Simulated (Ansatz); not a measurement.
Job for Ansatz (a first-principles code): R-RI-MP2/aug-cc-pV(T+d)Z on CH5FS (a complex), monomers drawn apart or pushed together. Files ending in .json are basis or fitting sets from the Basis Set Exchange.

Ansatz 0.2 input:
```yaml
crystal:
  periodic: [false, false, false]
  atoms:
    - {symbol: F, position_ang: [0.31125763, 0.51762906, -0.58608291]}
    - {symbol: H, position_ang: [0.47660562, 0.05954985, 0.22383835]}
    - {symbol: C, position_ang: [0.31140547, 0.90685165, 4.52178082]}
    - {symbol: S, position_ang: [0.70877768, -0.80067364, 4.01392844]}
    - {symbol: H, position_ang: [-0.05576194, 0.92777391, 5.54469800]}
    - {symbol: H, position_ang: [1.24583744, 1.46146941, 4.46469677]}
    - {symbol: H, position_ang: [-0.40818562, 1.35369628, 3.84079272]}
    - {symbol: H, position_ang: [-0.53827469, -1.29606486, 4.08109668]}
basis:
  gaussian:
    orbitals: aug-cc-pV_T+d_Z.json
    fitting: {mean_field: def2-universal-JKFIT, correlation: aug-cc-pVTZ-RIFIT.json}
magnetization: {spin_polarized: false}
correlation: {method: mp2, electrons: outside_noble_gas}
scf: {lower_state_search: off}
```

The head of its log:

```
WARN ansatz: RAYON_NUM_THREADS=1 ignored (pool sized by the plan → 1); use --threads N
Functional definition: HF
these checks for a lower state are left out or cut short: stability, starts, cluster_reference, orbital_swaps, neighbouring_geometries, increment
integrals: 0.23 GiB planned
370 factors; integrals over basis functions are off by at most 1.3e0 eV
mean field: 0.40 GiB planned
mean field evaluation 1: about -14632.6029 eV, gradient 3.2e1 eV
mean field evaluation 2: about -14634.3343 eV, gradient 1.9e1 eV
mean field evaluation 4: about -14634.8501 eV, gradient 7.9e-1 eV
mean field -14634.85385255 eV, -537.8209592212 hartree, gradient 1.3e-6 eV, S^2 0.000000; 0 other end points of the search recorded, 0 dependent functions left out
7 core orbitals not correlated
589 factors; their error is unknown
reference -14634.85385255 eV, -537.8209592212 hartree; 11, 11 occupied and 244, 244 virtual orbitals, 589 factors
```

Task: What total energy does the run end on?

Result: -538.4730 hartree.
